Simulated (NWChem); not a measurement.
System: SiH$_{4}$S$_{2}$; SMILES [SiH2](S)S

NWChem printed, in part:

```
             Northwest Computational Chemistry Package (NWChem) 7.3.0
             --------------------------------------------------------

                             Geometry "geometry" -> ""
                             -------------------------

 Output coordinates in angstroms (scale by  1.889725989 to convert to a.u.)

  No.       Tag          Charge          X              Y              Z
 ---- ---------------- ---------- -------------- -------------- --------------
    1 Si                  14.0000     0.00000000     0.00000000    -0.73443200
    2 S                   16.0000     1.79763400     0.06459700     0.43290400
    3 S                   16.0000    -1.79763400    -0.06459700     0.43290400
    4 H                    1.0000     0.09299500     1.22255700    -1.58032100
    5 H                    1.0000    -0.09299500    -1.22255700    -1.58032100
    6 H                    1.0000     1.53476400    -1.07590400     1.10903700
    7 H                    1.0000    -1.53476400     1.07590400     1.10903700

 Effective nuclear repulsion energy (a.u.)     193.5009545979

                              NWChem Property Module
                              ----------------------

                                 NWChem DFT Module
                                 -----------------

 Summary of "ao basis" -> "ao basis" (spherical)
 ------------------------------------------------------------------------------
       Tag                 Description            Shells   Functions and Types
 ---------------- ------------------------------  ------  ---------------------
 Si                        def2-svpd                10       24   5s3p2d
 S                         def2-svpd                11       27   5s4p2d
 H                         def2-svpd                 4        8   2s2p

            General Information
            -------------------
          SCF calculation type: DFT
          Wavefunction type:  closed shell.
          No. of atoms     :     7
          No. of electrons :    50
           Alpha electrons :    25
            Beta electrons :    25
          Charge           :     0
          Spin multiplicity:     1
          Use of symmetry is: off; symmetry adaption is: off
          Maximum number of iterations: 150
          AO basis - number of functions:   110
                     number of shells:    48
          Convergence on energy requested:  1.00D-06
          Convergence on density requested:  1.00D-05
          Convergence on gradient requested:  5.00D-04

              XC Information
              --------------
                         B3LYP Method XC Potential
                     Hartree-Fock (Exact) Exchange  0.200
                        Slater Exchange Functional  0.800 local
                    Becke 1988 Exchange Functional  0.720 non-local
              Lee-Yang-Parr Correlation Functional  0.810
                  VWN I RPA Correlation Functional  0.190 local

             Grid Information
             ----------------
          Grid used for XC integration:  medium
          Radial quadrature: Mura-Knowles
          Angular quadrature: Lebedev.
          Tag              B.-S. Rad. Rad. Pts. Rad. Cut. Ang. Pts.
          ---              ---------- --------- --------- ---------
          Si                  1.10       88          11.0       590
          S                   1.00       88          13.0       590
          H                   0.35       45          12.0       434
          Grid pruning is: on
          Number of quadrature shells:   444
          Spatial weights used:  Erf1

      Superposition of Atomic Density Guess
      -------------------------------------

 Sum of atomic energies:       -1085.43937154

      Non-variational initial energy
      ------------------------------

 Total energy =   -1086.320605
 1-e energy   =   -1886.341319
 2-e energy   =     606.519760
 HOMO         =      -0.310208
 LUMO         =       0.038878

   convergence    iter        energy       DeltaE   RMS-Dens  Diis-err
 ---------------- ----- ----------------- --------- --------- ---------
 d= 0,ls=0.0,diis     1  -1088.0128399300 -1.28D+03  9.52D-03  3.85D-01
 d= 0,ls=0.0,diis     2  -1088.0295377083 -1.67D-02  5.50D-03  1.72D-01
 d= 0,ls=0.0,diis     3  -1088.0549374030 -2.54D-02  1.76D-03  3.07D-02
 d= 0,ls=0.0,diis     4  -1088.0601380587 -5.20D-03  2.87D-04  7.09D-04
 d= 0,ls=0.0,diis     5  -1088.0602641525 -1.26D-04  6.11D-05  1.91D-05
  Resetting Diis
 d= 0,ls=0.0,diis     6  -1088.0602676233 -3.47D-06  1.74D-05  1.91D-06
 d= 0,ls=0.0,diis     7  -1088.0602679703 -3.47D-07  3.94D-06  4.31D-08

         Total DFT energy =    -1088.060267970339
      One electron energy =    -1888.358585020803
           Coulomb energy =      680.600043907037
    Exchange-Corr. energy =      -73.802681454496
 Nuclear repulsion energy =      193.500954597923

 Numeric. integr. density =       49.999994789226

                       DFT Final Molecular Orbital Analysis
                       ------------------------------------

 Vector   23  Occ=2.000000D+00  E=-3.368998D-01
              MO Center=  2.0D-07, -6.4D-09,  1.6D-01, r^2= 5.0D+00
   Bfn.  Coefficient  Atom+Function         Bfn.  Coefficient  Atom+Function
  ----- ------------  ---------------      ----- ------------  ---------------
    36      0.254660  2 S  px                63      0.254660  3 S  px
    33      0.217204  2 S  px                60      0.217204  3 S  px
     9     -0.189226  1 Si px                37      0.161553  2 S  py
    64      0.161553  3 S  py                27      0.152961  2 S  s
    54     -0.152961  3 S  s                 28      0.141159  2 S  s

 Vector   24  Occ=2.000000D+00  E=-2.825042D-01
              MO Center= -5.3D-07,  4.1D-10,  3.6D-01, r^2= 4.6D+00
   Bfn.  Coefficient  Atom+Function         Bfn.  Coefficient  Atom+Function
  ----- ------------  ---------------      ----- ------------  ---------------
    38      0.327576  2 S  pz                65      0.327576  3 S  pz
    35      0.252148  2 S  pz                62      0.252148  3 S  pz
    37      0.238789  2 S  py                64     -0.238789  3 S  py
    34      0.180738  2 S  py                61     -0.180738  3 S  py
    32      0.141524  2 S  pz                59      0.141524  3 S  pz

 Vector   25  Occ=2.000000D+00  E=-2.672368D-01
              MO Center=  5.7D-07, -1.1D-08,  2.9D-01, r^2= 4.8D+00
   Bfn.  Coefficient  Atom+Function         Bfn.  Coefficient  Atom+Function
  ----- ------------  ---------------      ----- ------------  ---------------
    36      0.295641  2 S  px                63      0.295641  3 S  px
    38     -0.247346  2 S  pz                65      0.247346  3 S  pz
    33      0.225459  2 S  px                60      0.225459  3 S  px
    37     -0.190648  2 S  py                64     -0.190647  3 S  py
    35     -0.185471  2 S  pz                62      0.185471  3 S  pz

 Vector   26  Occ=0.000000D+00  E=-2.001795D-02
              MO Center= -4.8D-08, -1.8D-10,  5.0D-02, r^2= 7.0D+00
   Bfn.  Coefficient  Atom+Function         Bfn.  Coefficient  Atom+Function
  ----- ------------  ---------------      ----- ------------  ---------------
     4      1.710985  1 Si s                  5     -1.269972  1 Si s
     3      0.397212  1 Si s                  2      0.238241  1 Si s
    36      0.232724  2 S  px                63     -0.232724  3 S  px
    38      0.227354  2 S  pz                65      0.227354  3 S  pz
    80     -0.183391  4 H  s                 88     -0.183391  5 H  s

 Vector   27  Occ=0.000000D+00  E=-1.395243D-02
              MO Center= -6.4D-08,  7.7D-09,  3.4D-01, r^2= 8.7D+00
   Bfn.  Coefficient  Atom+Function         Bfn.  Coefficient  Atom+Function
  ----- ------------  ---------------      ----- ------------  ---------------
     4      0.664938  1 Si s                 29      0.618663  2 S  s
    56      0.618663  3 S  s                  5     -0.370700  1 Si s
    14      0.254382  1 Si pz                27     -0.239603  2 S  s
    54     -0.239603  3 S  s                  3      0.215748  1 Si s
    24     -0.215541  1 Si d  2              96     -0.213543  6 H  s

 Vector   28  Occ=0.000000D+00  E=-6.971299D-03
              MO Center=  8.6D-09, -2.2D-08,  3.3D-02, r^2= 8.8D+00
   Bfn.  Coefficient  Atom+Function         Bfn.  Coefficient  Atom+Function
  ----- ------------  ---------------      ----- ------------  ---------------
    29      0.494029  2 S  s                 56     -0.494029  3 S  s
    27     -0.254416  2 S  s                 54      0.254416  3 S  s
     9      0.191756  1 Si px                23      0.182221  1 Si d  1
    39      0.170321  2 S  px                66      0.170321  3 S  px
    12      0.144920  1 Si px                26      0.138576  2 S  s

     Multipole analysis of the density
     ---------------------------------

     L   x y z        total         alpha         beta         nuclear
     -   - - -        -----         -----         ----         -------
     0   0 0 0     -0.000000    -25.000000    -25.000000     50.000000

     1   1 0 0      0.000000      0.000000      0.000000      0.000000
     1   0 1 0     -0.000000     -0.000000     -0.000000      0.000000
     1   0 0 1      0.019625     -2.473582     -2.473582      4.966789

[...]

 DFT Linear Response polarizability / au
 Frequency  =       0.0000000 / au
              X              Y              Z
 -----------------------------------------------
 X      87.4371462     -1.0077704     -0.0000003
 Y      -1.0077774     61.1273734      0.0000001
 Z      -0.0000003      0.0000001     68.4786298
 -----------------------------------------------
 Eigenvalues =      87.4756914     61.0888282     68.4786298
 Isotropic   =      72.3477165
 Anisotropic =      23.5771506
 -----------------------------------------------

 Magnetic Dipole Response Matrix (nonzero elements):

 Exiting AOResponse driver routine
```

Level: B3LYP/def2-SVPD. All runs use the structure optimised with PBE0/def2-SVP. B3LYP is NWChem's, with the RPA form of VWN correlation.

### Question
Reconstruct the input file.

### Answer
One answer among several that fit: the input that was run:
```
start job
memory heap 200 mb stack 900 mb global 1100 mb
geometry units angstroms noautosym nocenter noautoz
  Si     0.000000     0.000000    -0.734432
  S      1.797634     0.064597     0.432904
  S     -1.797634    -0.064597     0.432904
  H      0.092995     1.222557    -1.580321
  H     -0.092995    -1.222557    -1.580321
  H      1.534764    -1.075904     1.109037
  H     -1.534764     1.075904     1.109037
end
basis spherical
  * library def2-svpd
end
dft
  xc b3lyp
  iterations 150
end
property
  response 1 0.0
end
task dft property
```
